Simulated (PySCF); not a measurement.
# Structure from NMR data

Molecular formula: C3H9ClO2Si2. Simulated spectra:

$^{1}$H NMR (600 MHz, computed): δ 5.05 (s, 3H), 4.69 (t, 2H), 4.03 (s, 2H), 3.08 (t, 2H).

$^{13}$C{$^{1}$H} NMR (computed): δ 254.7 (C), 78.8 (CH2), 29.4 (CH2).

All values are calculated (PySCF 2.14.0 with density-fitted response routines): structure optimised with GFN2-xTB, shieldings: GIAO PBE0/pcSseg-1. A single conformation, gas phase, no relativistic terms, fast rotation and ring inversion assumed for equivalent nuclei.

Scale: TMS for $^{1}$H (σ = 31.72 ppm), $^{13}$C (σ = 186.93 ppm) (reference shieldings calculated alike).

Problem. Deduce the structure.

Solution. 
- The formula gives 1 degree of unsaturation (no ring in the answer).
- 3 carbon signals for 3 carbons: no two carbons are equivalent.
- Carbon types of the structure: 1 × C, 2 × CH2, leaving 5 H on heteroatoms.
- δC 254.7: carbonyl carbon.
- δC 78.8: sp3 CH2 bonded to O, α to a carbonyl; the inductive effect lowers its shielding.
- δC 29.4: sp3 CH2 bonded to Cl and Si; deshielded by the electronegative neighbour.
- δH 5.05: hydrogen on a silicon bonded to O.
- δH 4.69: hydrogen on a silicon bonded to 2 C.
- δH 4.03: hydrogen on an sp3 CH2 bonded to O, α to a carbonyl; its carbon carries O, an electronegative neighbour.
- δH 3.08: hydrogen on an sp3 CH2 bonded to Cl and Si; its carbon carries Cl, which withdraws density.

Structure: SMILES O=C(CO[SiH3])[SiH2]CCl.

The shifts were computed for this structure.

Carbons that carry Cl, above all several Cl atoms, come out too deshielded, partly because spin–orbit coupling is missing. Shifts are as computed. Against solution values, carbons near 30 ppm lie about +3 ppm off and those near 130 ppm about +5 ppm; carbons on Cl a further +6 ppm. Of 1211 compounds with measured shifts, 218 miss one by over three times the rms of a fit or turn the order of signals round; such compounds aren't used in these exercises. No couplings were computed; multiplicities are counted from neighbouring protons, with m where these are inequivalent, close in shift, in a saturated or five-membered ring or joined by F or P, and br s for small geminal =CH2 splittings.
